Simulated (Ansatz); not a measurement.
Saddle point of CH5GaO, singlet (CH₅GaO ([CH3][GaH][OH]) → GaHO ([O][GaH]) + CH₄; bonds formed: C2–H4; bonds broken: Ga1–C2, O3–H4), PBE0-D4/def2-TZVP structure:

```xyz
8
angstrom
Ga -1.1219 -0.2089 -0.8231
C 0.6675 0.2903 0.4958
O -0.6412 -1.8215 -0.5314
H 0.2078 -0.9163 0.1184
H -1.8631 1.0420 -1.3174
H 0.1199 0.8920 1.2272
H 1.1713 0.9453 -0.2213
H 1.4598 -0.2228 1.0518
```

Energies are electronic, without zero-point energy. Barriers and step energies count from the start structure reached by relaxing down the imaginary mode; all methods use the PBE0-D4 structures, on which another method's saddle can fall below an end. Ansatz 0.2.0; basis: def2-TZVPP, with def2-QZVPP for the basis limit; cores frozen in the correlated methods. Filled d shells of the heavier atoms are correlated. The def2 sets are not built for correlating such inner shells, so the correlated values are less sure here. B3LYP uses VWN-RPA correlation. Extrapolation: Hartree–Fock as exp(−7.88 √X), correlation as X^−2.97.

```tsv
method	barrier (kJ/mol)	step energy (kJ/mol)
SPW92	241.1	171.3
PBE-D4	251.4	144.6
BLYP-D4	259.1	128.4
r2SCAN-D4	271.6	163.1
B97M-V	284.4	157.7
PBE0-D4	284.5	178.6
B3LYP-D4	?	158.5
r2SCAN0-D4	296.4	189.5
BHLYP-D4	?	194.3
CAM-B3LYP-D4	298.2	175.4
wB97X-V	300.5	181.6
wB97M-V	296.8	180.3
B2PLYP	?	151.3
PBE-QIDH	296.1	183.5
RPA on PBE	283.8	151.7
HF	376.0	221.4
MP2	280.7	156.0
CCSD	310.9	182.7
CCSD(T)	293.1	167.6
```

Q: Fill in the withheld barriers. (Judge from chemistry; the value comes from the calculation.)

A: The calculation gives: B2PLYP 284.2; B3LYP-D4 285.8; BHLYP-D4 322.5 kJ/mol. Each is the energy of the saddle less that of the start structure, by the same method.

For comparison, the barrier by CCSD(T) at an estimated basis limit (MP2 extrapolated from triple and quadruple zeta, plus CCSD(T) − MP2 in triple zeta) is 294.8 kJ/mol.

No T1 diagnostic of these runs exceeds 0.026. The T1 diagnostic is large here, which may signal multireference character or strong orbital relaxation, so CCSD(T) is less sure.

Labels in which every atom is bracketed show which atoms are joined, not bond orders.

For scale, one of the runs: CCSD(T)/def2-TZVPP, 180 basis functions, launched by `ansatz run in.yaml --threads 2 --pin off --events-out ev --progress --plain --max-ram 4352MiB`. Hardware: 2 CPU threads of an Arm Neoverse V1, shared host. Wall time 65 s; peak host memory 1.8 GiB.
